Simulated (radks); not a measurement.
All-electron atom: Os+ in [Xe] 4f14 5d6 6s1. All-electron calculation, scalar-relativistic Kohn-Sham, r2SCAN, spin-polarised, spherical densities, finite nucleus; open shells are filled with parallel spins first (spin-orbit coupling, left out, can overturn this in heavy ions); meta-GGA in the generalised Kohn-Sham scheme; Fermi nuclear charge, rms radius 5.4126 fm. Program: a radial shooting solver on a logarithmic mesh with Libxc functionals.

X-ray form factor f0, the Fourier transform of the density (f0(0) = 75):

sin(theta)/lambda (1/angstrom),f0 (electrons)
0.05,74.068
0.1,71.562
0.15,68.122
0.2,64.344
0.25,60.586
0.3,57.005
0.4,50.543
0.5,45.011
0.6,40.282
0.8,32.616
1,26.710
1.25,21.398
1.5,17.977
2,14.175
